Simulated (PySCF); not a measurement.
Species: sum formula H₂BSeO (charge -1, singlet). It need not be the lowest isomer of its formula. Whether it binds its extra electron was not tested at this geometry. 
Coordinates optimised at B3LYP-D3(BJ)/def2-TZVP (Ansatz):
```
B
O 1 1.3968
H 2 0.9680 1 105.97
H 1 1.2076 2 112.47 3 180.00
Se 1 1.9098 4 124.62 2 180.00
```
Charge -1, spin multiplicity 1.

Dispersion corrections to the total energy (kcal/mol) from the dftd3 and dftd4 libraries through PySCF: D3(BJ) without and D4 with the three-body term, each with the damping fitted for the functional named.

```json
[
 {"functional": "BHLYP", "D3(BJ)": "-2.79", "D4": "[?]"},
 {"functional": "HF", "D3(BJ)": "-15.84", "D4": "-7.83"},
 {"functional": "BP86", "D3(BJ)": "-3.12", "D4": "-2.82"},
 {"functional": "TPSS", "D3(BJ)": "-2.32", "D4": "[?]"},
 {"functional": "LC-wPBE", "D3(BJ)": "-1.78", "D4": "-2.37"},
 {"functional": "B2GP-PLYP", "D3(BJ)": "-1.58", "D4": "-0.86"},
 {"functional": "B2PLYP", "D3(BJ)": "-1.63", "D4": "[?]"}
]
```

Complete the blanks.


- BHLYP, D4: -2.72
- TPSS, D4: -2.85
- B2PLYP, D4: -1.45
